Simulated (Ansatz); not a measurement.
## Scan of the H5–O1–Si2 angle

SiHClOF (SMILES O[Si](F)Cl), doublet, at its PBE0-D4/def2-TZVP minimum:

O1  (-0.003, 1.141, -0.014)
Si2  (0.078, -0.427, 0.426)
F3  (0.979, -1.232, -0.617)
Cl4  (-1.825, -1.158, 0.353)
H5  (0.821, 1.602, -0.190)
(Å)

The angle H5–O1–Si2 (117.9° at the minimum) is set to the values below, H5, with anything bonded beyond it, turning rigidly in the plane of the angle. Each method's energies count from its own value at the PBE0-D4 minimum structure. Computed with Ansatz 0.2.0 (basis: def2-TZVPP); correlated methods freeze the cores; orbitals are unrestricted. B3LYP uses VWN-RPA correlation.

```tsv
angle (°)	CCSD(T) (kcal/mol)	HF (kcal/mol)	wB97M-V (kcal/mol)
87.9	9.02	11.33	9.30
95.4	?	6.09	4.86
102.9	1.82	2.67	2.03
110.4	?	0.74	0.50
117.9	0.00	0.00	0.00
125.4	0.45	0.20	0.30
132.9	1.50	1.09	1.18
140.4	2.92	2.43	2.42
147.9	?	3.98	3.82
```

Question: Fill in the withheld CCSD(T) values. (To be estimated.)

Answer: By the calculation: 4.59 kcal/mol at 95.4°; 0.38 kcal/mol at 110.4°; 4.50 kcal/mol at 147.9°. These count from the CCSD(T) energy at the PBE0-D4 minimum.

Minimum and curvature along this coordinate at CCSD(T): A fifth-order fit through the nearest points gives 117.2°, with a curvature of about 0.65 meV/deg².

Largest difference from the CCSD(T) curve over the scan: PBE-D4 0.63; r2SCAN-D4 0.49; PBE0-D4 0.49; B3LYP-D4 0.93 kcal/mol. Each curve counts from its own value at the minimum.

T1 diagnostic: at most 0.014. ⟨S²⟩ of the unrestricted Hartree–Fock references: 0.75 (a pure state has 0.75).

For scale, one of the runs: CCSD(T)/def2-TZVPP, 160 basis functions (an equivalent command: `ansatz run in.yaml --threads 4`). Time: 110 s of wall clock on 4 CPU threads; the host was shared. Peak host memory: 2.9 GiB.
